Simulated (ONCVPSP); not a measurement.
**What one change does to a pseudopotential (potassium (K), ONCV)**

K (Z = 19), optimised norm-conserving Vanderbilt (ONCV), made with ONCVPSP 4.0.1 (PBEsol, scalar-relativistic). Core [Ne], reference 3s2 3p6 (charge +1). Waves: 3s: rc 1.65 bohr, ncon 5, nbas 8, qcut 8.4 1/bohr, 1 projector; 3p: rc 1.25 bohr, ncon 4, nbas 8, qcut 6.8 1/bohr, 2 projectors, debl 3.1 Ha; d scattering state at 0.06 Ha: rc 1.65 bohr, ncon 3, nbas 6, qcut 4.9 1/bohr, 2 projectors, debl 2.2 Ha. Local part: polynomial inside 0.90 bohr (lpopt 3, dvloc0 0 Ha). Core correction: polynomial model core, fcfact 0.25.

In the d channel the program set the typed energies aside and used 0.050, 2.250 Ha.

Change: core [Ar], valence charge 1; reference 3d0.5 4s0.5; waves now 4s: rc 4.00 bohr, ncon 5, nbas 9, qcut 1.9 1/bohr, 2 projectors, debl 3.9 Ha; p scattering state at 0.06 Ha: rc 3.65 bohr, ncon 4, nbas 8, qcut 1.9 1/bohr, 2 projectors, debl 2.7 Ha; 3d: rc 4.00 bohr, ncon 5, nbas 9, qcut 2.3 1/bohr, 2 projectors, debl 2 Ha; local potential polynomial inside 2.60 bohr (lpopt 5, dvloc0 3 Ha).

Cutoffs: the cutoffs (Ha) at which the residual kinetic energy of the hardest occupied pseudo-wave falls to 1 and 0.1 mHa per electron; they do not see the model core or the augmentation charge, which bear on the density cutoff. Errors are all-electron minus pseudo energies relative to the spin-unpolarised reference configuration.

What does the change do?

The potential gets softer (24 Ha and 43 Ha → 4.9 Ha and 16 Ha); the number of tests with a reliable result goes from 4 to 3; neither file shows a bound ghost. The shells moved into the core no longer need plane waves of their own. Several settings change at once here, so the effects cannot be laid on one of them.

```tsv
quantity	base	changed
cutoff, loose	24 Ha	4.9 Ha
cutoff, tight	43 Ha	16 Ha
bound ghosts	none	none
GHOST(+) flags under 300 eV	none	s at 121.2 eV, d at 188.2 eV, p at 217.5 eV
tests with a reliable result	4 of 4	3 of 4
rms error of d²Exc/dni dnj with the model core, mHa	0.55	2.67
```

Changed file: The cutoffs count occupied waves only; projector 2 of the d channel, the hardest unoccupied one, needs 24 Ha at the loose tolerance.
